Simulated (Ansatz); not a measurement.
# Ligand exchange: KBr + GaH2(SH) → KSH + GaH2Br

Species: KBr, singlet; GaH2(SH), singlet; KSH `[SH][K]`, singlet; GaH2Br `[GaH2][Br]`, singlet. The partners trade Br for SH: K–Br and Ga–SH bonds give way to K–SH and Ga–Br.

Shapes, held fixed at every level: PBE0-D4/def2-TZVP. Programs: Ansatz 0.2.0. The zero-point and thermal change to 298 K, harmonic and unscaled (PBE0-D4/def2-TZVP), is -3.7 kJ/mol.

Problem. Estimate ΔH(298 K) of this reaction.

Solution. The highest level, CCSD(T)/def2-TZVPP, gives ΔH(298 K) = +71.3 kJ/mol; the levels span +68.3 to +85.5. The column of differences is taken from that level and isn't an error. No measured value is set beside it here. Relativity is left out for Br, Ga. Outer-core shells of Br, Ga, K are correlated, in sets that cover them unevenly.

```csv
level,kind,ΔH(298 K) (kJ/mol),less CCSD(T)/def2-TZVPP
HF/def2-SVP,Hartree–Fock,+79.4,+8.1
HF/def2-TZVPP,Hartree–Fock,+75.9,+4.6
PBE-D4/def2-TZVPP,GGA,+68.3,-3.0
BHLYP-D4/def2-TZVPP,global hybrid,+74.2,+2.9
PBE0-D4/def2-TZVPP,global hybrid,+72.0,+0.7
MP2/def2-TZVPP,perturbation theory,+71.8,+0.5
CCSD/def2-SVP,coupled cluster or CI,+85.5,+14.2
CCSD(T)/def2-TZVPP,coupled cluster or CI,+71.3,0.0
```
